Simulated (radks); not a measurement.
Values are calculated unless marked as measured or tabulated.
All-electron atom: Tl LXXIII in [He] 2s2 2p5.

Code: a radial shooting solver on a logarithmic mesh with Libxc functionals. Model: non-relativistic Kohn-Sham, exchange-only LDA, spin-polarised, spherical densities, point nucleus; open shells are filled with parallel spins first (spin-orbit coupling, left out, can overturn this in heavy ions); relativity is left out, which matters for an element this heavy.

Energy parts (eV):
part                  energy
total             -319044.31
kinetic            319044.31
electron-nucleus  -653483.15
Hartree             18469.77
exchange            -3075.23

Orbitals (lengths in bohr, moments of r in powers of bohr; <r^-3> diverges for s and p1/2; r(90%) holds 90 % of the orbital's charge):
| orbital | occ. | eigenvalue (eV) | r(90%) | <r^2> | <r^-3> |
|---|---|---|---|---|---|
| 1s up | 1 | -83945.25 | 0.0332 | 0.0004659 | - |
| 1s down | 1 | -83926.98 | 0.0332 | 0.0004658 | - |
| 2s up | 1 | -19364.36 | 0.117 | 0.006926 | - |
| 2s down | 1 | -19340.42 | 0.118 | 0.006933 | - |
| 2p up | 3 | -19016.39 | 0.104 | 0.005068 | 19710 |
| 2p down | 2 | -18986.71 | 0.104 | 0.005075 | 19690 |
| 3s up | 0 | -8308.127 | 0.256 | 0.03576 | - |
| 3s down | 0 | -8301.752 | 0.256 | 0.03581 | - |
| 3p up | 0 | -8188.110 | 0.245 | 0.03187 | 5508 |
| 3p down | 0 | -8180.443 | 0.245 | 0.03192 | 5501 |
| 3d up | 0 | -8026.787 | 0.214 | 0.02301 | 1026 |
| 3d down | 0 | -8016.721 | 0.214 | 0.02307 | 1022 |

The highest occupied level is 2p down at -18986.7 eV. The density falls to 0.001 e/bohr^3 at r = 0.30 bohr. Spin moment in Bohr magnetons: 1. The spin density at the nucleus is -15.21 e/bohr^3 (1s -45.54, 2s 30.33). Virial ratio -V/T = 2.00000.
